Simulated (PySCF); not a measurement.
Ge(H)(OH)2(NH2) (GeH₅NO₂), SMILES [OH][GeH]([OH])[NH2].

Geometry optimised at PBE-D3(BJ)/def2-SVP. This is a generated structure with no PubChem entry under its InChIKey; it may be hypothetical. Other conformers were not sampled.

Level of theory: PBE-D3(BJ)/def2-SVP in PySCF.

Frequencies are harmonic and unscaled.

| mode | ν (cm⁻¹) | IR (km/mol) | moving atoms (share of kinetic energy) |
|---|---|---|---|
| 1 | 104 | 36.2 | H 66 %, O 26 % |
| 2 | 172 | 27.4 | H 47 %, N 23 %, O 22 % |
| 3 | 203 | 35.3 | H 81 %, O 14 % |
| 4 | 229 | 3.1 | H 33 %, O 26 %, N 24 %, Ge 17 % |
| 5 | 265 | 66.5 | O 53 %, H 24 %, Ge 18 % |
| 6 | 345 | 122.7 | H 73 %, O 20 % |
| 7 | 514 | 150.1 | H 70 %, N 28 % |
| 8 | 653 | 82.8 | H 86 %, O 9 % |
| 9 | 670 | 26.1 | O 64 %, N 15 %, H 14 % |
| 10 | 688 | 81.5 | O 59 %, Ge 21 %, N 13 % |
| 11 | 705 | 91.1 | N 33 %, O 26 %, Ge 23 %, H 18 % |
| 12 | 731 | 4.3 | H 92 % |
| 13 | 868 | 6.2 | H 88 % |
| 14 | 897 | 52.2 | H 89 % |
| 15 | 918 | 179.5 | H 89 %, O 9 % |
| 16 | 1487 | 25.7 | H 91 %, N 9 % |
| 17 | 2087 | 140.2 | H 99 % |
| 18 | 3452 | 14.4 | H 96 % |
| 19 | 3554 | 20.2 | H 92 %, N 8 % |
| 20 | 3710 | 49.7 | H 94 % |
| 21 | 3731 | 54.7 | H 94 % |
